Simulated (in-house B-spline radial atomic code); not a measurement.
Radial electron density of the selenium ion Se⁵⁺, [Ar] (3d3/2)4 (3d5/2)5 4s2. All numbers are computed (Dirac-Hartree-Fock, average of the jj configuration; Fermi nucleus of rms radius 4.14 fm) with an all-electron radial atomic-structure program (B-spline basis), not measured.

Columns: r (bohr), 4πr²n(r) (electrons per bohr), bar.

```
 0.00188    1.282 #
 0.00229    1.827 ##
 0.00277    2.556 ##
 0.00337    3.588 ###
 0.00409    4.973 ####
 0.00496    6.811 ######
 0.00603    9.248 ########
 0.00731    12.31 ###########
 0.00888    16.14 ##############
  0.0108    20.71 ##################
  0.0131    25.78 #######################
  0.0159    31.08 ############################
  0.0193    36.06 ################################
  0.0234    39.96 ###################################
  0.0284    42.07 #####################################
  0.0345     41.9 #####################################
  0.0419    39.65 ###################################
  0.0508    36.52 ################################
  0.0617    34.44 ###############################
  0.0749    35.38 ###############################
  0.0909    39.86 ###################################
    0.11    45.85 #########################################
   0.134    49.63 ############################################
   0.163    47.32 ##########################################
   0.198    39.18 ###################################
    0.24    30.11 ###########################
   0.291     25.8 #######################
   0.353    27.85 #########################
   0.429    31.81 ############################
   0.521    31.45 ############################
   0.632    25.06 ######################
   0.767    15.98 ##############
   0.932    8.544 ########
    1.13    4.491 ####
    1.37    2.698 ##
    1.67    1.648 #
    2.02    0.833 #
    2.46    0.281 
    2.98   0.0607 
    3.62 0.007181 
    4.39 0.0004337 
    5.33 1.117e-05
```

On this grid the curve has 3 maxima, near 0.0284, 0.134, 0.429 bohr.

The 3d3/2 radial function P(r) = rR(r), positive near the nucleus, with its small component Q(r) (sign convention: Q ≈ (P' + κP/r)/2c):

```
r (bohr)         P           Q
  0.0131  0.001347    0.001677
  0.0193  0.003899    0.003337
  0.0284     0.011    0.006391
  0.0419   0.03013     0.01167
  0.0617   0.07759     0.01974
  0.0909    0.1844     0.03017
   0.134    0.3923     0.04012
   0.198    0.7216     0.04421
   0.291     1.088     0.03782
   0.429      1.29     0.02283
   0.632      1.14    0.008246
   0.932    0.7044   0.0006155
    1.37    0.2756  -0.0008638
    2.02   0.05532  -0.0003224
    2.98  0.004164  -3.204e-05
```
